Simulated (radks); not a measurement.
The numbers below are computed, except where a source is named.
Species: Zr34+. Configuration: [He] 2s2 2p2. Level of theory: non-relativistic Kohn-Sham, LB94 model potential, spin-polarised, spherical densities, point nucleus; open shells are filled with parallel spins first (spin-orbit coupling, left out, can overturn this in heavy ions); relativity is left out, which matters for an element this heavy (a radial shooting solver on a logarithmic mesh with Libxc functionals). Some entries of the table are withheld. Estimate them.

orbital  occ.  eigenvalue (Ry)  r(max) (bohr)
1s down     1        -1475.714            (1)
1s up       1        -1475.072            (2)
2s up       1              (3)         0.1367
2s down     1              (4)         0.1369
2p up       2        -326.5431         0.1063
2p down     0        -323.9182         0.1060

Answer. 
(1) 1s down r(max) (bohr): 0.02520
(2) 1s up r(max) (bohr): 0.02520
(3) 2s up eigenvalue (Ry): -335.0150
(4) 2s down eigenvalue (Ry): -332.2278
